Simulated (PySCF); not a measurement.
Point-charge models of `FC(CC1=C[SiH2]S1)(F)F` against its computed dipole.

Coordinates (GFN2-xTB, Å) and charges (e) from the PBE0/pcSseg-1 density (PySCF):

```json
{"atom": "F1", "x": "-1.710", "y": "0.818", "z": "-1.269", "Mulliken": "-0.2678", "IAO": "-0.2822", "Hirshfeld": "-0.0885", "ESP-fitted": "-0.1740"}
{"atom": "C2", "x": "-2.024", "y": "0.272", "z": "-0.085", "Mulliken": "+0.7598", "IAO": "+0.8135", "Hirshfeld": "+0.2673", "ESP-fitted": "+0.5469"}
{"atom": "F3", "x": "-3.252", "y": "0.720", "z": "0.222", "Mulliken": "-0.2706", "IAO": "-0.2849", "Hirshfeld": "-0.0979", "ESP-fitted": "-0.2125"}
{"atom": "F4", "x": "-2.145", "y": "-1.047", "z": "-0.293", "Mulliken": "-0.2675", "IAO": "-0.2820", "Hirshfeld": "-0.0887", "ESP-fitted": "-0.1737"}
{"atom": "C5", "x": "-1.025", "y": "0.608", "z": "1.003", "Mulliken": "-0.1188", "IAO": "-0.3218", "Hirshfeld": "-0.0912", "ESP-fitted": "-0.2776"}
{"atom": "C6", "x": "0.354", "y": "0.126", "z": "0.704", "Mulliken": "-0.3849", "IAO": "-0.0478", "Hirshfeld": "+0.0001", "ESP-fitted": "+0.0780"}
{"atom": "C7", "x": "0.866", "y": "-0.533", "z": "-0.348", "Mulliken": "-0.2701", "IAO": "-0.4892", "Hirshfeld": "-0.1855", "ESP-fitted": "-0.5664"}
{"atom": "Si8", "x": "2.642", "y": "-0.664", "z": "0.230", "Mulliken": "+0.6915", "IAO": "+0.7395", "Hirshfeld": "+0.3579", "ESP-fitted": "+0.7420"}
{"atom": "S9", "x": "1.638", "y": "0.422", "z": "1.887", "Mulliken": "-0.2082", "IAO": "-0.1813", "Hirshfeld": "-0.1152", "ESP-fitted": "-0.3132"}
{"atom": "H10", "x": "-1.378", "y": "0.163", "z": "1.939", "Mulliken": "+0.1757", "IAO": "+0.1861", "Hirshfeld": "+0.0619", "ESP-fitted": "+0.1770"}
{"atom": "H11", "x": "-1.018", "y": "1.695", "z": "1.133", "Mulliken": "+0.1760", "IAO": "+0.1863", "Hirshfeld": "+0.0620", "ESP-fitted": "+0.1790"}
{"atom": "H12", "x": "0.321", "y": "-0.847", "z": "-1.221", "Mulliken": "+0.0912", "IAO": "+0.1648", "Hirshfeld": "+0.0329", "ESP-fitted": "+0.2265"}
{"atom": "H13", "x": "3.105", "y": "-1.947", "z": "0.730", "Mulliken": "-0.0531", "IAO": "-0.1005", "Hirshfeld": "-0.0575", "ESP-fitted": "-0.1163"}
{"atom": "H14", "x": "3.627", "y": "0.215", "z": "-0.375", "Mulliken": "-0.0532", "IAO": "-0.1006", "Hirshfeld": "-0.0575", "ESP-fitted": "-0.1157"}
```

Q: Form Σ q r in debye for every column and set it beside the full dipole.

A: The full density gives (1.85, -0.52, -0.20) D, 1.93 D in size; dipole vectors point from the negative to the positive end.

```
    scheme    μx     μy     μz  size (D)  share of the full size (%)  angle to the full dipole (°)
  Mulliken  4.14  -0.53   0.83      4.25                         220                            19
       IAO  4.05  -0.23   1.37      4.28                         222                            28
 Hirshfeld  1.36  -0.16   0.30      1.40                          73                            20
ESP-fitted  1.87  -0.50  -0.19      1.95                         101                             1
```

Q: Which set comes closest?

A: Length of the difference vector: ESP-fitted 0.03 D, Hirshfeld 0.78 D, Mulliken 2.51 D, IAO 2.72 D. Closest: ESP-fitted. The schemes that divide the density aren't constrained to reproduce the dipole.

Q: What is left for the Hirshfeld atoms' own dipoles?

A: The shares of the density sum to the whole, so what Σ q r misses lies in dipoles about the nuclei. The atomic dipoles sum to (1.85, -0.52, -0.20) − (1.36, -0.16, 0.30) = (0.49, -0.36, -0.50) D, 0.78 D in size.

Q: With the origin at the mean of the coordinates, (0.000, 0.000, 0.304) Å, which are the largest single terms, by size, of the Mulliken dipole along the direction of the full one?

A: Si8 +9.02, C2 -7.19, F3 +4.29, F4 +2.20, F1 +2.18 D; all 14 atoms together +4.02 D. The single terms depend on the origin, their sum doesn't.

Q: Give the size of the full dipole in other units.

A: 1.93 D = 0.759 au = 0.402 e·Å = 6.44 × 10⁻³⁰ C·m.

Geometry: GFN2-xTB, one conformer, isolated molecule.

Conformer computed: `[F:1][C:2]([F:3])([F:4])[CH2:5][C:6]1=[CH:7][SiH2:8][S:9]1`: F1–C2–C5–C6 -61°, C2–C5–C6–C7 1°.
